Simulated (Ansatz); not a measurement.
CF$_{3}$O$_{3}$S (SMILES O=S(=O)([O-])C(F)(F)F), charge -1, singlet, geometry from GFN2-xTB (a gas-phase anion, which may not be bound at this level); Ansatz (an electronic-structure program) with CAM-B3LYP/def2-SVP.

Here is a job for Ansatz.
Ansatz 0.2 input:
```yaml
crystal:
  periodic: [false, false, false]
  atoms:
    - {symbol: O, position_ang: [1.43759940, -0.31893974, 1.17113549]}
    - {symbol: S, position_ang: [0.92357543, -0.03591358, -0.15049648]}
    - {symbol: O, position_ang: [1.20167442, 1.28840781, -0.66027026]}
    - {symbol: O, position_ang: [1.03510126, -1.11234754, -1.10960410]}
    - {symbol: C, position_ang: [-0.92892797, 0.03612172, 0.15136868]}
    - {symbol: F, position_ang: [-1.26275110, 0.99198614, 1.03329425]}
    - {symbol: F, position_ang: [-1.40924817, -1.11942013, 0.63811600]}
    - {symbol: F, position_ang: [-1.61673848, 0.29420318, -0.97256107]}
basis:
  gaussian:
    orbitals: def2-SVP
hamiltonian:
  xc: cam_b3lyp
total_charge: -1
accuracy: high
```

Output, abridged:

```
Functional definition: CAM-B3LYP
2521 factors; integrals over basis functions are off by at most 9.5e-9 eV
386 factors; integrals over basis functions are off by at most 1.6e-9 eV
mean field evaluation 1: about -26131.9633 eV, gradient 8.4e1 eV
mean field evaluation 2: about -26118.0222 eV, gradient 1.3e2 eV
mean field evaluation 4: about -26144.3013 eV, gradient 1.7e0 eV
mean field evaluation 8: about -26144.6847 eV, gradient 2.5e-1 eV
mean field evaluation 16: about -26144.6848 eV, gradient 1.1e-4 eV
mean field -26144.68484457 eV, -960.7994465341 hartree, gradient 5.3e-8 eV, S^2 0.000000; 0 other end points of the search recorded, 0 dependent functions left out
reference -26144.68485738 eV, -960.7994470050 hartree; 37, 37 occupied and 79, 79 virtual orbitals, 2521 factors
Total energy: -26144.68485738 eV, -960.7994470050 hartree
```
